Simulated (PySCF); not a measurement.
PySCF input:

```python
from pyscf import gto, scf, mp, cc as ccmod

mol = gto.M(
    atom='''
    Si   -0.00000000   -0.00000000   -0.51407753
    C     0.00000000    0.00000000    1.19951423
    ''',
    basis='cc-pvdz',
    charge=0,
    spin=2,
    symmetry='C2v',
    verbose=4,
)

mf = scf.UHF(mol)
mf.conv_tol = 1e-10
mf.max_cycle = 100
mf.kernel()
mp2 = mp.MP2(mf, frozen=6).run()
cc = ccmod.CCSD(mf, frozen=6)
cc.max_cycle = 100
cc.kernel()
et = cc.ccsd_t()
print(f'E(CCSD(T)) = {cc.e_tot + et:.9f}')
```

What final total energy does it print?

-326.80993 Eh (CCSD(T)/cc-pVDZ).

The determinant is spin-contaminated: <S^2> is 2.52 against 2.00 for a pure state.
